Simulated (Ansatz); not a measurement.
Reaction (ligand exchange at the Si–C bond): `N#C[Si](F)(F)C#N` + H–F → `N#C[Si](F)(F)F` + `C#N`

Computed with Ansatz on PBE0-D4/def2-TZVP structures; ΔE is electronic, products minus reactants. CBS: MP2 limit from def2 TZ/QZ plus the TZ coupled-cluster correction, frozen cores. This one scheme is used for every species. DFT in def2-TZVPP. B3LYP here is the variant with VWN-RPA as its local correlation; programs differ in this. HSE06 is defined as in plane-wave codes.

| level | ΔE (kcal/mol) | difference from CCSD(T)/CBS |
| --- | --- | --- |
| LDA (SPW92) | -30.3 | 0.6 |
| BLYP-D4 | -29.9 | 1.0 |
| B3LYP-D4 | -31.0 | -0.1 |
| B2PLYP | -31.9 | -1.0 |
| revPBE | -28.8 | 2.1 |
| BLYP | -31.4 | -0.5 |
| HSE06 | -30.2 | 0.7 |
| CCSD(T)/def2-SVP | -29.6 | 1.3 |
| MP2/def2-TZVPP | -30.2 | 0.7 |
| MP2/CBS(def2) | -30.1 | 0.8 |
| CCSD(T)/CBS | -30.9 | 0 |

Task: What do rigid-rotor, harmonic-oscillator terms from PBE0-D4/def2-TZVP frequencies (298.15 K, 1 bar) make of the CCSD(T)/CBS value? (Estimate.)

Result: Ansatz gave: ΔZPE = +1.0 kcal/mol, ΔH = -30.7 kcal/mol, ΔS = -4 J/(mol·K), ΔG = -30.4 kcal/mol.

Largest T1 diagnostic among the species: 0.014.

At CCSD(T), def2-SVP lies +1.3 kcal/mol from the extrapolated value and def2-TZVPP −0.1 kcal/mol. In def2-TZVPP, CCSD(T) changes the Hartree–Fock value by +4.9 kcal/mol (the triples alone add +0.9 kcal/mol) and MP2 by +5.8 kcal/mol. Leaving LDA and LC-ωPBE aside and taking each functional with its dispersion term where it has one, the values, not all of them listed here, spread over 5.3 kcal/mol, from BHLYP-D4 to revPBE-D4. LDA lies −1.0 kcal/mol from PBE without D4.
